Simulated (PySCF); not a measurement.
# Cl³⁺ (chlorine, charge +3) across methods

[Ne] 3s2 3p2, high-spin 3P determinant. Computed with PySCF 2.14 in x2c-TZVPPall with one added diffuse shell each of s, p, d type (6s6p4d1f, 51 functions), with the spin-free X2C one-electron Hamiltonian (Gaussian nucleus).

```json
{"method": "PBEsol", "E (hartree)": "-457.8827", "mean ε 3s α (eV)": "-59.906", "mean ε 3s β (eV)": "-56.939", "mean ε 3p α (eV)": "-46.173", "Σ⟨r²⟩ (bohr²)": "11.47", "⟨S²⟩": "2.002"}
{"method": "PBE0", "E (hartree)": "-458.6096", "mean ε 3s α (eV)": "-62.611", "mean ε 3s β (eV)": "-58.638", "mean ε 3p α (eV)": "-48.163", "Σ⟨r²⟩ (bohr²)": "11.47", "⟨S²⟩": "2.004"}
{"method": "r2SCAN0", "E (hartree)": "-458.7207", "mean ε 3s α (eV)": "-63.232", "mean ε 3s β (eV)": "-58.695", "mean ε 3p α (eV)": "-48.584", "Σ⟨r²⟩ (bohr²)": "11.48", "⟨S²⟩": "2.007"}
{"method": "PBE", "E (hartree)": "-458.5763", "mean ε 3s α (eV)": "-60.002", "mean ε 3s β (eV)": "-57.036", "mean ε 3p α (eV)": "-46.280", "Σ⟨r²⟩ (bohr²)": "11.47", "⟨S²⟩": "2.003"}
{"method": "r2SCAN", "E (hartree)": "-458.7208", "mean ε 3s α (eV)": "-60.930", "mean ε 3s β (eV)": "-57.174", "mean ε 3p α (eV)": "-46.892", "Σ⟨r²⟩ (bohr²)": "11.48", "⟨S²⟩": "2.006"}
{"method": "LDA", "E (hartree)": "-457.2319", "mean ε 3s α (eV)": "-59.898", "mean ε 3s β (eV)": "-57.219", "mean ε 3p α (eV)": "-46.161", "Σ⟨r²⟩ (bohr²)": "11.48", "⟨S²⟩": "2.001"}
{"method": "UHF", "E (hartree)": "-458.19555", "mean ε 3s α (eV)": "-69.545", "mean ε 3s β (eV)": "-61.903", "mean ε 3p α (eV)": "-53.016", "Σ⟨r²⟩ (bohr²)": "11.56", "⟨S²⟩": "2.010"}
{"method": "BP86", "E (hartree)": "-458.7997", "mean ε 3s α (eV)": "-60.043", "mean ε 3s β (eV)": "-57.242", "mean ε 3p α (eV)": "-46.306", "Σ⟨r²⟩ (bohr²)": "11.44", "⟨S²⟩": "2.002"}
```

**Question.** Estimate the same row for LC-wPBE.

**Answer.** E (hartree) = -458.6293; mean ε 3s α (eV) = -65.757; mean ε 3s β (eV) = -61.909; mean ε 3p α (eV) = -51.284; Σ⟨r²⟩ (bohr²) = 11.46; ⟨S²⟩ = 2.004.
